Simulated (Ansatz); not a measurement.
(ZnS)2 ring (Zn₂S₂). Total charge 0; singlet. Geometry PBE0-D4/def2-SVP.

```xyz
4

Zn   -0.7956    0.9123   -0.0095
S     1.3265    1.1638    0.6669
Zn    0.7956   -0.9123    0.0094
S    -1.3265   -1.1638   -0.6668
```

Q: Estimate the orbital energies around the gap (eV) in Ansatz with LDA (SPW92)/def2-TZVP, PBE-D4/def2-SVP, r2SCAN-D4/def2-TZVP, r2SCAN0-D4/def2-TZVP, ωB97X-V/def2-TZVP.

A: 
```csv
orbital,LDA (SPW92)/def2-TZVP,PBE-D4/def2-SVP,r2SCAN-D4/def2-TZVP,r2SCAN0-D4/def2-TZVP,ωB97X-V/def2-TZVP
HOMO−9,-12.56,-11.60,-12.66,-15.44,-17.71
HOMO−8,-12.56,-11.57,-12.64,-15.42,-17.70
HOMO−7,-12.52,-11.57,-12.61,-15.38,-17.64
HOMO−6,-12.51,-11.57,-12.59,-15.29,-17.58
HOMO−5,-9.22,-8.55,-9.17,-10.28,-12.50
HOMO−4,-8.16,-7.53,-8.07,-9.00,-11.06
HOMO−3,-7.17,-6.59,-7.19,-8.06,-10.01
HOMO−2,-6.59,-5.94,-6.62,-7.65,-9.81
HOMO−1,-6.43,-5.81,-6.40,-7.35,-9.29
HOMO,-5.75,-5.10,-5.77,-6.75,-8.78
LUMO,-4.25,-3.59,-3.80,-3.09,-1.38
LUMO+1,-3.29,-2.61,-2.83,-2.05,-0.24
LUMO+2,-1.24,0.11,-0.71,-0.07,1.52
LUMO+3,-0.95,0.93,-0.45,0.13,1.58
LUMO+4,0.12,1.62,0.79,1.47,2.75
LUMO+5,0.35,1.62,1.04,1.51,2.89
```
